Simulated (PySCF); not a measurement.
An unknown is described by computed data only.

Formula: C8H4Si.

* Dipole: 0.00 D by symmetry (numerical residue 0.01 D) [wB97X-D/def2-SVPD]
* 1H NMR: chemical shifts (computed TMS as zero) by class: 2.55 (4 H) ppm [GIAO KT2/pcSseg-1]
* NMR, other nuclei: isotropic shieldings of nuclei other than C and H, by class: 469 (1 Si) ppm [GIAO KT2/pcSseg-1]
* Rotational structure: rotational constants A, B, C: 1.126, 1.125, 1.123 GHz [PBE0-D3(BJ)/def2-SVP]
* UV, first state: lowest singlet excitation: 5.79 eV (214 nm, f = 0.000) [TDDFT wB97X-D/def2-SVPD]
* Polarisability: 110.4 au [wB97X-D/def2-SVPD]
* 13C NMR: chemical shifts (computed TMS as zero) by class: 92.1 (4 C), 75.2 (4 C) ppm [GIAO KT2/pcSseg-1]

Gas-phase values; electronic properties from PySCF, density fitting. Levels stand in brackets. Geometry: PBE0-D3(BJ)/def2-SVP; no solvent, vibrations or thermal averaging. NMR values are class means; diastereotopic atoms form classes of their own.

Problem. Give a SMILES that accounts for the data.

Solution. 8 carbons fall into 2 classes; from least to most shielded: carbon bonded to C and H (92.1 ppm, 4 C), carbon bonded to C and Si (75.2 ppm, 4 C). All hydrogens form one class (2.55 ppm): hydrogen on carbon. The other shieldings belong to: 469 ppm, silicon bonded to 4 C. The vanishing dipole is forced by symmetry. The optimised geometry has point group Td and is a spherical top (the spread among constants that symmetry makes equal is optimisation noise). Structure: Si(CCH)4, `C([Si](C#C)(C#C)C#C)#C`. The assignments are read from this structure; whether some other isomer fits the data as well wasn't checked.
